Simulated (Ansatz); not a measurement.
Ansatz (a program for electronic structure) job for Al2O3, SMILES [O][Al][O][Al][O] (connectivity only; charge and spin as stated), neutral, multiplicity 1, PBE/def2-SVPD. Geometry optimised at ωB97X-D3(BJ)/def2-SVP. Other conformers were not sampled.

Ansatz 0.2 input:
```yaml
crystal:
  periodic: [false, false, false]
  atoms:
    - {symbol: Al, position_ang: [0.00000000, 0.00000000, -1.67968235]}
    - {symbol: Al, position_ang: [0.00000000, 0.00000000, 1.67968235]}
    - {symbol: O, position_ang: [0.00000000, 0.00000000, -3.27606209]}
    - {symbol: O, position_ang: [0.00000000, 0.00000000, 0.00000000]}
    - {symbol: O, position_ang: [0.00000000, 0.00000000, 3.27606209]}
basis:
  gaussian:
    orbitals: def2-SVPD
hamiltonian:
  xc: {name: PBE}
```

Output:

```
WARN ansatz: RAYON_NUM_THREADS=1 ignored (pool sized by the plan → 1); use --threads N
Functional definition: PBE
integrals: 0.05 GiB planned
1013 factors; their error is unknown
mean field: 0.33 GiB planned
mean field evaluation 1: about -19280.2825 eV, gradient 1.3e2 eV
mean field evaluation 2: about -18930.0976 eV, gradient 2.7e2 eV
mean field evaluation 4: about -19308.9693 eV, gradient 4.6e1 eV
mean field evaluation 8: about -19314.9454 eV, gradient 8.3e-1 eV
mean field evaluation 16: about -19314.8737 eV, gradient 7.4e-5 eV
mean field -19314.87373840 eV, -709.8085177946 hartree, gradient 4.6e-5 eV, S^2 0.000000; 0 other end points of the search recorded, 0 dependent functions left out
reference -19314.87378337 eV, -709.8085194470 hartree; 25, 25 occupied and 92, 92 virtual orbitals, 1013 factors
Total energy: -19314.87378337 eV, -709.8085194470 hartree
```

The run converged.
